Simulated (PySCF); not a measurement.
Species: C4H9Br.
Atom-mapped SMILES: `[CH3:1][CH2:2][C@H:3]([CH3:4])[Br:5]` (hydrogens: H6, H7, H8 on C1; H9, H10 on C2; H11 on C3; H12, H13, H14 on C4)

Method: PBE0-D3(BJ)/def2-SVP geometry optimisation, gas phase (PySCF); density fitting, grid level 1; the optimiser is geomeTRIC in internal coordinates, started from a GFN2-xTB structure with every atom displaced at random (about 0.01 Å).

Step 0: E = -74316.9590 eV
```
atom  x, y, z in Å  |  force x, y, z in eV/Å
C1      1.8720   -0.3308    0.5028   -0.820   1.667  -1.267
C2      0.6372   -0.1708   -0.4213    0.650   0.427   1.706
C3     -0.6579    0.1475    0.3278    1.411   0.023   0.401
C4     -1.8361    0.1216   -0.5483   -2.363   0.740   0.137
Br5    -0.4969    1.9365    1.1487   -0.042   0.004   0.070
H6      1.6979   -1.0970    1.2158   -0.051  -1.119   0.965
H7      2.0458    0.6196    1.0361    0.015  -0.152   0.038
H8      2.7580   -0.5333   -0.0940    0.356  -0.270  -0.127
H9      0.4840   -1.0982   -0.9400   -0.232  -0.867  -0.650
H10     0.8228    0.6146   -1.1502    0.019   0.267  -0.429
H11    -0.7682   -0.5281    1.1966   -0.050   0.118  -0.170
H12    -2.0031   -0.8772   -0.9459    0.029  -0.475  -0.231
H13    -1.7875    0.8323   -1.3894    0.253  -0.072   0.037
H14    -2.7759    0.3995    0.0228    0.823  -0.291  -0.479
```

Step 1: E = -74317.0750 eV
```
atom  x, y, z in Å  |  force x, y, z in eV/Å
C1      1.8718   -0.3116    0.4836    0.000  -0.283   0.185
C2      0.6420   -0.1555   -0.3884   -0.115  -0.052  -0.173
C3     -0.6500    0.1489    0.3508   -0.245  -0.006  -0.030
C4     -1.8793    0.1139   -0.5449    0.284  -0.148   0.147
Br5    -0.5239    1.9341    1.1815    0.009   0.021   0.027
H6      1.7871   -1.1880    1.1617    0.001   0.248  -0.198
H7      2.0266    0.5789    1.1077    0.013   0.062   0.027
H8      2.7702   -0.4513   -0.1343    0.027  -0.032   0.009
H9      0.4761   -1.0838   -0.9770   -0.006   0.156   0.126
H10     0.7934    0.6528   -1.1280    0.032  -0.103   0.021
H11    -0.7850   -0.5195    1.2140    0.049  -0.012   0.006
H12    -2.0927   -0.9291   -0.8416   -0.044   0.103   0.077
H13    -1.6838    0.6837   -1.4523    0.052   0.215  -0.376
H14    -2.7604    0.5626   -0.0712   -0.056  -0.168   0.151
```

Q: Estimate the geometry and energy of step 2. (The exact step hangs on the optimiser's Hessian estimate; all steps are aligned on step 1, rigid shifts and turns removed.)

A: E = -74317.0930 eV, largest force 0.160 eV/Å
```
atom  x, y, z in Å  |  force x, y, z in eV/Å
C1      1.8679   -0.3125    0.4852    0.009  -0.040   0.037
C2      0.6412   -0.1503   -0.3931    0.013   0.007  -0.015
C3     -0.6484    0.1577    0.3459   -0.060   0.014  -0.050
C4     -1.8710    0.1166   -0.5494    0.103   0.115  -0.041
Br5    -0.5283    1.9383    1.1920    0.010  -0.022  -0.014
H6      1.7624   -1.1713    1.1692   -0.006   0.038  -0.017
H7      2.0346    0.5861    1.0982    0.002   0.004  -0.015
H8      2.7688   -0.4793   -0.1234   -0.001  -0.013   0.002
H9      0.4639   -1.0793   -0.9667    0.004   0.006   0.024
H10     0.8057    0.6426   -1.1427    0.000  -0.015  -0.003
H11    -0.7721   -0.5192    1.2044   -0.011   0.009   0.005
H12    -2.0711   -0.9239   -0.8515   -0.014  -0.007  -0.003
H13    -1.7035    0.7109   -1.4629   -0.014  -0.010   0.061
H14    -2.7581    0.5197   -0.0435   -0.035  -0.088   0.030
```

The energy changes by -0.0181 eV. The first-order estimate −F·Δx gives -0.0290 eV and the mean of the old and new forces, exact on a quadratic surface, -0.0178 eV. The step makes an angle of 68° with the force vector and moves no atom by more than 0.051 Å.

The cost below is that of the whole optimisation. On Arm Neoverse N1, one thread (shared host), this took 96 s of wall time and 0.52 GiB of memory at its peak.
